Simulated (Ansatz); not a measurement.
Isolated molecules relaxed with PBE0-D4/def2-TZVP in Ansatz; ΔE leaves out vibrations. CCSD(T)/CBS adds triple-zeta CCSD(T) − MP2 to the extrapolated MP2 energy (def2 sets, frozen cores). Functionals use def2-TZVPP. Elements past krypton have def2 core potentials. For Sn, Zn outer-core shells are correlated without core-valence functions, which leaves a few kJ/mol of doubt a bond. Scalar relativity is left out up to krypton. Each species was taken in one conformer, which may not be the lowest.

`[SiH3][SnH]([SiH3])[SiH3]` + `[OH][Zn][O][SiH3]` → `[SiH3][O][Zn][O][SiH3]` + `[SiH3][SnH2][SiH3]`  (cleavage of the Si–Sn bond)

(1) Is it downhill or uphill in electronic energy at CCSD(T)/CBS, and by how much? (Estimate.)

(2) What do these levels give: r2SCAN-D4, B97M-V, PBE0-D4, r2SCANh-D4, r2SCAN0-D4, CAM-B3LYP-D4, r2SCAN0, RPA@PBE/def2-TZVPP, CCSD/def2-TZVPP, CCSD(T)/def2-TZVPP, MP2/CBS(def2), CCSD/CBS(def2)? (An estimate is asked.)

Largest T1 diagnostic among the species: 0.016.

Results:

(1) Ansatz gave: Downhill: ΔE = -16.4 kcal/mol.

(2) Ansatz gave: r2SCAN-D4 -15.7, B97M-V -19.0, PBE0-D4 -13.3, r2SCANh-D4 -16.1, r2SCAN0-D4 -16.7, CAM-B3LYP-D4 -19.0, r2SCAN0 -17.0, RPA@PBE/def2-TZVPP -18.2, CCSD/def2-TZVPP -18.8, CCSD(T)/def2-TZVPP -17.7, MP2/CBS(def2) -15.9, CCSD/CBS(def2) -17.5 kcal/mol.

From BLYP to BHLYP (50 % exact exchange), in def2-TZVPP and without D4, ΔE moves by −5.0 kcal/mol. At CCSD(T), def2-SVP lies −3.5 kcal/mol from the extrapolated value and def2-TZVPP −1.3 kcal/mol. In def2-TZVPP, CCSD(T) changes the Hartree–Fock value by +7.8 kcal/mol (the triples alone add +1.1 kcal/mol) and MP2 by +8.3 kcal/mol.
